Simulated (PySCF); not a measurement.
A GIAO shielding run with PySCF (density fitting, non-relativistic, gas phase) on SMILES C1B(NC(C)=O)CCC1, C$_{6}$H$_{12}$BNO:

```
$ OMP_NUM_THREADS=1 python probes_run.py task.json out

{"job": {"kind": "nmr", "xc": "PBE0", "basis": "pcSseg-1"}, "charge": 0, "multiplicity": 1}
C      3.623477     0.418392    -0.008312
C      2.161706     0.771529    -0.161696
O      1.789322     1.849423    -0.555503
N      1.281180    -0.242206     0.206236
B     -0.145372    -0.205237     0.158195
C     -1.070185    -1.413484     0.591673
C     -2.454629    -0.756153     0.707572
C     -2.465121     0.355055    -0.348496
C     -1.064582     0.984894    -0.301830
H      3.861483    -0.528195    -0.517181
H      3.872920     0.296709     1.057992
H      4.232134     1.226966    -0.428036
H      1.727663    -1.088462     0.542344
H     -1.068125    -2.132996    -0.252319
H     -0.759531    -1.985663     1.481001
H     -3.291670    -1.463279     0.591655
H     -2.560740    -0.305791     1.710627
H     -2.631295    -0.094031    -1.344000
H     -3.282749     1.077099    -0.192937
H     -0.744066     1.502789    -1.217171
H     -1.000860     1.753510     0.493900
```

Hardware: 1 thread of an Arm Neoverse N1, shared host. The job also computes population analyses, field gradients, ring-centre shieldings.

Question: How large is the calculation?

Answer: 68 electrons, 213 basis functions and 1091 auxiliary functions.

Question: How long does it take, and how much memory does it need?

Answer: 86 s of wall time, with 14 SCF cycles and 5 response iterations; peak memory 0.98 GiB. Times on a shared host scatter by some tens of per cent.

Question: And these other runs on the same molecule and hardware: GIAO shielding at CAM-B3LYP/pcSseg-1?

Answer: CAM-B3LYP/pcSseg-1: 213 functions, 93 s.
